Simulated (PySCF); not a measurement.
Molecule: SMILES C[Si](C)(O)O, C$_{2}$H$_{8}$O$_{2}$Si.

Atom-mapped SMILES (the numbers label the heavy atoms): `[CH3:1][Si:2]([CH3:3])([OH:4])[OH:5]`; H(Xn) means a hydrogen on atom n.

Geometry PBE0-D3(BJ)/def2-SVP throughout; GIAO in PySCF 2.14, gas phase, one conformer, non-relativistic; equivalent atoms averaged; functional PBE0.

For orientation, 6-311+G(2d,p) gives these absolute shieldings σ: C1/C3 186.3, Si2 335.5, O4/O5 269.3, H(C1)/H(C3) 31.40, H(O4)/H(O5) 30.77 ppm.

A run gave: C1/C3 193.2, Si2 409.3, O4/O5 279.9, H(C1)/H(C3) 32.01, H(O4)/H(O5) 30.84 ppm (absolute shieldings σ).

Problem. Which basis set was used in that run?
A. pcSseg-1
B. cc-pVTZ
C. aug-cc-pVDZ
D. 6-31G*

Solution. D. H(C1)/H(C3) tells them apart best: 6-31G* gives 32.01, cc-pVTZ gives 31.21, aug-cc-pVDZ gives 31.21, pcSseg-1 gives 31.22 ppm.
